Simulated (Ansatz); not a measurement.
`C=CCCCCCCCCC[S][Ag]` with charge -1, relaxed as a doublet with UKS PBE-D4/def2-SVP in Ansatz, starting from the PBE-D4/def2-SVP geometry of the neutral singlet. Force threshold 0.03 eV/Å.

In the def2 sets Ag takes a core potential; there is no spin–orbit coupling. The highest occupied level of the relaxed charge -1 doublet lies above zero (up to 1.04 eV). By energy differences its removal costs 1.06 eV (each at its own geometry, to the charge 0 singlet, at PBE-D4/def2-SVP); self-interaction error and the lack of diffuse functions both raise the level. The gap within one spin of the relaxed charge -1 doublet nearly closes, so an electron or hole may be smeared out by delocalisation error. The relaxation made no stability test and no search for a lower SCF solution. No other spin state of charge -1 was run.

Start:

| atom | x (Å) | y (Å) | z (Å) |
| --- | --- | --- | --- |
| C1 | 0.394 | -3.959 | 4.249 |
| C2 | 0.017 | -2.680 | 4.071 |
| C3 | -1.167 | -2.232 | 3.259 |
| C4 | -0.804 | -1.463 | 1.971 |
| C5 | -0.075 | -0.134 | 2.203 |
| C6 | 0.310 | 0.610 | 0.916 |
| C7 | -0.875 | 1.112 | 0.082 |
| C8 | -0.480 | 1.934 | -1.152 |
| C9 | 0.259 | 1.144 | -2.239 |
| C10 | 0.610 | 1.986 | -3.470 |
| C11 | 1.317 | 1.191 | -4.566 |
| S12 | 1.893 | 2.166 | -6.013 |
| Ag13 | -0.076 | 3.176 | -6.765 |
| H14 | 1.280 | -4.225 | 4.847 |
| H15 | -0.176 | -4.794 | 3.804 |
| H16 | 0.622 | -1.883 | 4.542 |
| H17 | -1.782 | -3.118 | 2.991 |
| H18 | -1.814 | -1.578 | 3.887 |
| H19 | -0.176 | -2.118 | 1.326 |
| H20 | -1.742 | -1.279 | 1.405 |
| H21 | -0.712 | 0.526 | 2.836 |
| H22 | 0.848 | -0.318 | 2.792 |
| H23 | 0.953 | -0.056 | 0.299 |
| H24 | 0.949 | 1.482 | 1.181 |
| H25 | -1.501 | 0.252 | -0.246 |
| H26 | -1.531 | 1.730 | 0.734 |
| H27 | 0.151 | 2.796 | -0.834 |
| H28 | -1.395 | 2.382 | -1.598 |
| H29 | -0.366 | 0.276 | -2.548 |
| H30 | 1.193 | 0.708 | -1.821 |
| H31 | 1.250 | 2.847 | -3.178 |
| H32 | -0.318 | 2.434 | -3.898 |
| H33 | 2.255 | 0.747 | -4.165 |
| H34 | 0.689 | 0.340 | -4.905 |

```
step  energy (eV)  largest force component (eV/Å)  SCF passes
   1  -26553.5354                           0.722          49
   2  -26553.5952                           0.259          26
   3  -26553.6049                           0.084          26
   4  -26553.6066                           0.102          21
   5  -26553.6081                           0.069          24
   6  -26553.6095                           0.055          22
   7  -26553.6102                           0.029          21
   8  -26553.6106                           0.018          21
   9  -26553.6109                           0.023          21
  10  -26553.6112                           0.035          21
  11  -26553.6115                           0.033          21
  12  -26553.6117                           0.027          21
```

Force components are those of the run's own axes.

End:

Cartesian coordinates in Å:
```
C 0.296 -3.965 4.370
C -0.049 -2.680 4.126
C -1.185 -2.247 3.241
C -0.758 -1.512 1.952
C -0.031 -0.183 2.186
C 0.355 0.567 0.903
C -0.829 1.099 0.084
C -0.431 1.945 -1.134
C 0.295 1.184 -2.248
C 0.624 2.051 -3.470
C 1.345 1.298 -4.591
S 1.808 2.346 -6.030
Ag -0.414 2.868 -6.982
H 1.148 -4.223 5.020
H -0.268 -4.803 3.926
H 0.547 -1.876 4.594
H -1.792 -3.137 2.968
H -1.863 -1.570 3.814
H -0.106 -2.185 1.351
H -1.666 -1.334 1.337
H -0.673 0.476 2.818
H 0.888 -0.371 2.782
H 0.982 -0.099 0.269
H 1.010 1.426 1.171
H -1.462 0.251 -0.261
H -1.478 1.705 0.758
H 0.205 2.796 -0.797
H -1.345 2.412 -1.563
H -0.335 0.321 -2.567
H 1.236 0.737 -1.854
H 1.251 2.920 -3.166
H -0.310 2.489 -3.893
H 2.288 0.855 -4.191
H 0.716 0.440 -4.921
```

By distances, no bond broke or formed. The bond that changes most is S12–Ag13, from 2.34 to 2.47 Å (atoms count from 1).

The force fell under the threshold at step 7, but the optimiser went on. No frequencies were taken in this run, so the end may be a saddle point.

Hardware: 6 threads of Arm Neoverse N1 on a shared host. Wall time 2.2 min, peak host memory 0.66 GiB.
